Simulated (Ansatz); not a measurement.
System: sum formula SiH2ClF, net charge 0, singlet state. 
Geometry from a B3LYP-D3(BJ)/def2-TZVP (Ansatz, an electronic-structure program) optimisation:
```
Si
F 1 1.5953
H 1 1.4700 2 108.26
H 1 1.4700 3 113.68 2 120.32
Cl 1 2.0473 3 108.86 4 121.52
```

Atomisation energy built up term by term with Ansatz (kcal/mol; UHF references for open shells; valence terms freeze the core; atomic spin-orbit terms are left out). CBS(X,Y): correlation extrapolated as X^-3; Hartree-Fock from the larger set.

| term | basis | kcal/mol |
|---|---|---|
| Hartree-Fock | cc-pV(Q+d)Z | 306.80 |
| CCSD correlation | CBS(cc-pV(T+d)Z,cc-pV(Q+d)Z) | 89.84 |
| (T) | CBS(cc-pV(T+d)Z,cc-pV(Q+d)Z) | 5.84 |
| core correlation | cc-pwCVTZ | -0.04 |
| scalar relativity (X2C) | cc-pVTZ-DK against cc-pVTZ | -1.18 |
| sum: De |  | 401.3 |

(T) makes 1.5 % of the CCSD(T) atomisation energy; under 5 % is typical of single-reference molecules.
